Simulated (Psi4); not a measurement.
Pair of molecules, SMILES N with SMILES F (the first has 4 atoms); geometry from B3LYP-D3(BJ)/def2-TZVP, rigid monomers moved along the line of their centres of mass till N1···H6 is 3.02 Å.
(charge 0, multiplicity 1):
```json
[
 {"atom": "N", "x (Å)": "0.0382", "y (Å)": "0.1766", "z (Å)": "0.3049"},
 {"atom": "H", "x (Å)": "-0.2387", "y (Å)": "-0.7405", "z (Å)": "-0.0275"},
 {"atom": "H", "x (Å)": "-0.6002", "y (Å)": "0.8572", "z (Å)": "-0.0915"},
 {"atom": "H", "x (Å)": "0.9652", "y (Å)": "0.3718", "z (Å)": "-0.0566"},
 {"atom": "F", "x (Å)": "-0.0041", "y (Å)": "0.3264", "z (Å)": "4.2804"},
 {"atom": "H", "x (Å)": "0.0061", "y (Å)": "0.2902", "z (Å)": "3.3190"}
]
```

Computed with SAPT0/jun-cc-pV(D+d)Z in Psi4.

Which attractive term is largest, and how does the interaction split up?

electrostatics -4.40, exchange 0.27, induction -0.36, dispersion -0.17, total -4.67 kcal/mol; the largest attraction is electrostatics.
